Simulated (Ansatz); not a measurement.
Ansatz (a first-principles code) job for Ir(OH)3 (H3IrO3), SMILES [OH][Ir]([OH])[OH] (connectivity only; charge and spin as stated), neutral, multiplicity 3, PBE-D3(BJ)/def2-SVP. 

Ansatz 0.2 input:
```yaml
crystal:
  periodic: [false, false, false]
  atoms:
    - {symbol: Ir, position_ang: [-0.07909780, 0.06559532, 0.01518909]}
    - {symbol: O, position_ang: [1.51920460, -0.86935163, -0.39317180]}
    - {symbol: H, position_ang: [2.25225021, -0.24318136, -0.24776133]}
    - {symbol: O, position_ang: [-0.27817269, -0.96813451, 1.58384975]}
    - {symbol: H, position_ang: [0.48011360, -1.54512534, 1.78154629]}
    - {symbol: O, position_ang: [-0.68421898, 1.30823301, -1.26853944]}
    - {symbol: H, position_ang: [-1.09633676, 0.97149251, -2.08045327]}
basis:
  gaussian:
    orbitals: def2-SVP
hamiltonian:
  xc: pbe
  dispersion: d3bj
magnetization: {spin_polarized: true, initial_magnetization: 2}
relax: {f_tol: 0.002, max_steps: 200}
```

It prints:

```
WARN ansatz: RAYON_NUM_THREADS=1 ignored (pool sized by the plan → 1); use --threads N
Functional definition: PBE
integrals: 0.03 GiB planned
897 factors; their error is unknown
mean field: 0.27 GiB planned
mean field evaluation 1: about -9005.0051 eV, gradient 6.2e1 eV
mean field evaluation 2: about -8887.0554 eV, gradient 1.7e2 eV
mean field evaluation 4: about -9016.9620 eV, gradient 2.2e1 eV
mean field evaluation 8: about -9018.9622 eV, gradient 1.2e0 eV
mean field evaluation 16: about -9018.9362 eV, gradient 5.6e-4 eV
mean field evaluation 32: about -9018.5689 eV, gradient 2.4e0 eV
mean field -9018.93618536 eV, -331.4397915575 hartree, gradient 3.3e-5 eV, S^2 2.005390; 4 other end points of the search recorded, 0 dependent functions left out
the calculation of the forces begins
reference -9018.93622997 eV, -331.4397931968 hartree; 23, 21 occupied and 66, 68 virtual orbitals, 897 factors
relax step   1: F+E_penalty+E_count = -9019.04417339 eV  Δ(F+E_penalty+E_count) = +0.000e0 eV  max|allowed force component| = 4.773e-1 eV/Å  Δτ_max = 0.0000 Å  (100 SCF iters, accepted)
these checks for a lower state are left out or cut short: starts, cluster_reference, orbital_swaps, neighbouring_geometries, increment
integrals: 0.03 GiB planned
897 factors; their error is unknown
mean field: 0.27 GiB planned
mean field -9018.94674548 eV, -331.4401796347 hartree, gradient 2.7e-5 eV, S^2 2.005505; 0 other end points of the search recorded, 0 dependent functions left out
the calculation of the forces begins
reference -9018.94679010 eV, -331.4401812743 hartree; 23, 21 occupied and 66, 68 virtual orbitals, 897 factors
relax step   2: F+E_penalty+E_count = -9019.05444816 eV  Δ(F+E_penalty+E_count) = -1.027e-2 eV  max|allowed force component| = 1.407e-1 eV/Å  Δτ_max = 0.0162 Å  (36 SCF iters, accepted)
these checks for a lower state are left out or cut short: starts, cluster_reference, orbital_swaps, neighbouring_geometries, increment
integrals: 0.03 GiB planned
897 factors; their error is unknown
mean field: 0.27 GiB planned
mean field -9018.94849937 eV, -331.4402440891 hartree, gradient 1.2e-5 eV, S^2 2.005514; 0 other end points of the search recorded, 0 dependent functions left out
the calculation of the forces begins
reference -9018.94854404 eV, -331.4402457307 hartree; 23, 21 occupied and 66, 68 virtual orbitals, 897 factors
relax step   3: F+E_penalty+E_count = -9019.05610230 eV  Δ(F+E_penalty+E_count) = -1.654e-3 eV  max|allowed force component| = 3.647e-2 eV/Å  Δτ_max = 0.0172 Å  (37 SCF iters, accepted)
these checks for a lower state are left out or cut short: starts, cluster_reference, orbital_swaps, neighbouring_geometries, increment
integrals: 0.03 GiB planned
897 factors; their error is unknown
mean field: 0.27 GiB planned
mean field -9018.94929111 eV, -331.4402731848 hartree, gradient 2.5e-5 eV, S^2 2.005465; 0 other end points of the search recorded, 0 dependent functions left out
the calculation of the forces begins
reference -9018.94933577 eV, -331.4402748260 hartree; 23, 21 occupied and 66, 68 virtual orbitals, 897 factors
relax step   4: F+E_penalty+E_count = -9019.05692137 eV  Δ(F+E_penalty+E_count) = -8.191e-4 eV  max|allowed force component| = 7.683e-2 eV/Å  Δτ_max = 0.0224 Å  (36 SCF iters, accepted)
these checks for a lower state are left out or cut short: starts, cluster_reference, orbital_swaps, neighbouring_geometries, increment
integrals: 0.03 GiB planned
897 factors; their error is unknown
mean field: 0.27 GiB planned
mean field evaluation 64: about -9018.9502 eV, gradient 1.1e-4 eV
mean field -9018.95015464 eV, -331.4403049189 hartree, gradient 2.0e-5 eV, S^2 2.005424; 0 other end points of the search recorded, 0 dependent functions left out
the calculation of the forces begins
reference -9018.95019928 eV, -331.4403065594 hartree; 23, 21 occupied and 66, 68 virtual orbitals, 897 factors
relax step   5: F+E_penalty+E_count = -9019.05779346 eV  Δ(F+E_penalty+E_count) = -8.721e-4 eV  max|allowed force component| = 6.494e-2 eV/Å  Δτ_max = 0.0156 Å  (35 SCF iters, accepted)
these checks for a lower state are left out or cut short: starts, cluster_reference, orbital_swaps, neighbouring_geometries, increment
integrals: 0.03 GiB planned
897 factors; their error is unknown
mean field: 0.27 GiB planned
mean field -9018.94732133 eV, -331.4402007969 hartree, gradient 1.5e-5 eV, S^2 2.005437; 0 other end points of the search recorded, 0 dependent functions left out
the calculation of the forces begins
reference -9018.94736594 eV, -331.4402024361 hartree; 23, 21 occupied and 66, 68 virtual orbitals, 897 factors
relax step   6: F+E_penalty+E_count = -9019.05491348 eV  Δ(F+E_penalty+E_count) = +2.880e-3 eV  max|allowed force component| = 1.544e-1 eV/Å  Δτ_max = 0.0357 Å  (37 SCF iters, rejected (line search))
these checks for a lower state are left out or cut short: starts, cluster_reference, orbital_swaps, neighbouring_geometries, increment
integrals: 0.03 GiB planned
897 factors; their error is unknown
mean field: 0.27 GiB planned
mean field -9018.95093270 eV, -331.4403335121 hartree, gradient 2.5e-5 eV, S^2 2.005378; 0 other end points of the search recorded, 0 dependent functions left out
the calculation of the forces begins
reference -9018.95097730 eV, -331.4403351511 hartree; 23, 21 occupied and 66, 68 virtual orbitals, 897 factors
relax step   7: F+E_penalty+E_count = -9019.05854155 eV  Δ(F+E_penalty+E_count) = -7.481e-4 eV  max|allowed force component| = 1.527e-2 eV/Å  Δτ_max = 0.0172 Å  (36 SCF iters, accepted)
these checks for a lower state are left out or cut short: starts, cluster_reference, orbital_swaps, neighbouring_geometries, increment
integrals: 0.03 GiB planned
897 factors; their error is unknown
mean field: 0.27 GiB planned
mean field -9018.95140616 eV, -331.4403509117 hartree, gradient 1.9e-5 eV, S^2 2.005328; 0 other end points of the search recorded, 0 dependent functions left out
the calculation of the forces begins
reference -9018.95145068 eV, -331.4403525476 hartree; 23, 21 occupied and 66, 68 virtual orbitals, 897 factors
relax step   8: F+E_penalty+E_count = -9019.05894058 eV  Δ(F+E_penalty+E_count) = -3.990e-4 eV  max|allowed force component| = 2.196e-2 eV/Å  Δτ_max = 0.0300 Å  (35 SCF iters, accepted)
these checks for a lower state are left out or cut short: starts, cluster_reference, orbital_swaps, neighbouring_geometries, increment
integrals: 0.03 GiB planned
897 factors; their error is unknown
mean field: 0.27 GiB planned
mean field -9018.95145197 eV, -331.4403525951 hartree, gradient 2.0e-5 eV, S^2 2.005312; 0 other end points of the search recorded, 0 dependent functions left out
the calculation of the forces begins
reference -9018.95149649 eV, -331.4403542311 hartree; 23, 21 occupied and 66, 68 virtual orbitals, 897 factors
relax step   9: F+E_penalty+E_count = -9019.05897566 eV  Δ(F+E_penalty+E_count) = -3.508e-5 eV  max|allowed force component| = 1.097e-2 eV/Å  Δτ_max = 0.0046 Å  (36 SCF iters, accepted)
these checks for a lower state are left out or cut short: starts, cluster_reference, orbital_swaps, neighbouring_geometries, increment
integrals: 0.03 GiB planned
897 factors; their error is unknown
mean field: 0.27 GiB planned
mean field evaluation 96: about -9018.9817 eV, gradient 2.5e-1 eV
mean field -9018.95146638 eV, -331.4403531246 hartree, gradient 1.7e-5 eV, S^2 2.005312; 0 other end points of the search recorded, 0 dependent functions left out
the calculation of the forces begins
reference -9018.95151089 eV, -331.4403547602 hartree; 23, 21 occupied and 66, 68 virtual orbitals, 897 factors
relax step  10: F+E_penalty+E_count = -9019.05899350 eV  Δ(F+E_penalty+E_count) = -1.784e-5 eV  max|allowed force component| = 2.311e-3 eV/Å  Δτ_max = 0.0021 Å  (30 SCF iters, accepted)
these checks for a lower state are left out or cut short: starts, cluster_reference, orbital_swaps, neighbouring_geometries, increment
integrals: 0.03 GiB planned
897 factors; their error is unknown
mean field: 0.27 GiB planned
mean field -9018.95147199 eV, -331.4403533309 hartree, gradient 4.7e-5 eV, S^2 2.005312; 0 other end points of the search recorded, 0 dependent functions left out
the calculation of the forces begins
reference -9018.95151650 eV, -331.4403549666 hartree; 23, 21 occupied and 66, 68 virtual orbitals, 897 factors
relax step  11: F+E_penalty+E_count = -9019.05899459 eV  Δ(F+E_penalty+E_count) = -1.092e-6 eV  max|allowed force component| = 9.969e-4 eV/Å  Δτ_max = 0.0008 Å  (25 SCF iters, accepted)
integrals: 0.03 GiB planned
897 factors; their error is unknown
mean field: 0.27 GiB planned
mean field evaluation 128: about -9018.9515 eV, gradient 4.1e-5 eV
mean field -9018.95147199 eV, -331.4403533309 hartree, gradient 4.7e-5 eV, S^2 2.005312; 7 other end points of the search recorded, 0 dependent functions left out
the calculation of the forces begins
reference -9018.95151650 eV, -331.4403549666 hartree; 23, 21 occupied and 66, 68 virtual orbitals, 897 factors
Total energy: -9019.05903910 eV, -331.4443063492 hartree
Atom 0 at    -0.037923     0.082495    -0.027541 Å, force     0.000260     0.000997    -0.000335 eV/Å
Atom 1 at     1.566024    -0.916427    -0.327221 Å, force     0.000151    -0.000632    -0.000240 eV/Å
Atom 2 at     2.307195    -0.280546    -0.206871 Å, force    -0.000228     0.000233     0.000187 eV/Å
Atom 3 at    -0.297890    -0.953283     1.543354 Å, force    -0.000291     0.000062     0.000257 eV/Å
Atom 4 at     0.482383    -1.520689     1.738200 Å, force     0.000254    -0.000175    -0.000014 eV/Å
Atom 5 at    -0.727532     1.330334    -1.266793 Å, force    -0.000378    -0.000923     0.000364 eV/Å
Atom 6 at    -1.178515     0.977646    -2.062468 Å, force     0.000232     0.000437    -0.000218 eV/Å
Dipole moment:     0.221294    -0.016611    -0.160990 e Å
```

The run converged.

Cost: roughly 40 core-seconds.
